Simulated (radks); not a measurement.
The numbers below are computed, except where a source is named.
Valence configurations of the selenium ion Se2+ (all share [Ar]). Code: a radial shooting solver on a logarithmic mesh with Libxc functionals. Model: Dirac Kohn-Sham, PBE, spin-unpolarised, spherical densities, finite nucleus; open shells fill j = l - 1/2 first; Fermi nuclear charge, rms radius 4.14 fm. Energies are relative to 3d10 4s2 4p2; eigenvalues in eV.

| valence | E (eV) | e(3d3/2) | e(3d5/2) | e(4p1/2) | e(4p3/2) | e(4s1/2) |
|---|---|---|---|---|---|---|
| 3d10 4s2 4p2 | 0.000 | -76.128 | -75.231 | -25.708 | - | -37.510 |
| 3d10 4s1.5 4p2.5 | 6.176 | -76.947 | -76.049 | -26.087 | -25.567 | -37.955 |
| 3d10 4s1 4p3 | 12.388 | -77.753 | -76.855 | -26.458 | -25.931 | -38.390 |
| 3d10 4s0.5 4p3.5 | 18.635 | -78.548 | -77.648 | -26.821 | -26.287 | -38.816 |
| 3d9.5 4s2 4p2.5 | 26.261 | -82.345 | -81.422 | -26.942 | -26.389 | -39.147 |
| 3d9.5 4s1 4p3.5 | 39.087 | -83.916 | -82.992 | -27.660 | -27.094 | -39.987 |
| 3d9 4s2 4p3 | 55.057 | -88.682 | -87.734 | -28.153 | -27.561 | -40.749 |
| 3d8 4s2 4p4 | 120.53 | -101.71 | -100.70 | -30.523 | -29.850 | -43.865 |
| 3d8 4s1.5 4p4.5 | 127.55 | -102.42 | -101.42 | -30.846 | -30.167 | -44.240 |
| 3d7 4s1.5 4p5.5 | 204.34 | -115.85 | -114.80 | -33.142 | -32.381 | -47.229 |

NIST lists [Ar] 3d10 4s2 4p2 as the ground configuration; this level of theory agrees among the configurations tried. The energies are those of spherical spin-averaged densities, not of single terms.
